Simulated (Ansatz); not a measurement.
CH4ClFSSi (`C[Si](F)(S)Cl`), relaxed with RKS PBE0-D4/def2-TZVP in Ansatz 0.2.0 from a PBE-D4/def2-SVP geometry. The force threshold is 0.005 eV/Å; the program also tests the step.

Charge 0, multiplicity 1.

Start:

```xyz
9

C     1.066   -0.501   -0.253
Si   -0.432    0.599   -0.125
F    -0.032    1.870    0.826
S    -2.197   -0.360    0.613
Cl   -0.963    1.349   -1.978
H     1.924    0.080   -0.646
H     1.344   -0.901    0.743
H     0.866   -1.352   -0.933
H    -1.576   -0.784    1.753
```

| step | energy (eV) | largest force (eV/Å) | largest move (Å) |
| --- | --- | --- | --- |
| 1 | -35047.2132 | 0.906 | 0.000 |
| 2 | -35047.2670 | 0.542 | 0.032 |
| 3 | -35047.2787 | 0.184 | 0.022 |
| 4 (rejected) | -35047.2746 | 0.533 | 0.020 |
| 5 | -35047.2804 | 0.021 | 0.010 |
| 6 | -35047.2805 | 0.003 | 0.007 |

End:

```xyz
9

C     1.056   -0.494   -0.251
Si   -0.425    0.595   -0.125
F    -0.044    1.830    0.806
S    -2.168   -0.356    0.609
Cl   -0.950    1.342   -1.950
H     1.905    0.073   -0.639
H     1.324   -0.887    0.733
H     0.857   -1.334   -0.919
H    -1.556   -0.768    1.734
```

Run time 35 s (4 threads of a server CPU on a shared host); peak host memory 0.61 GiB.
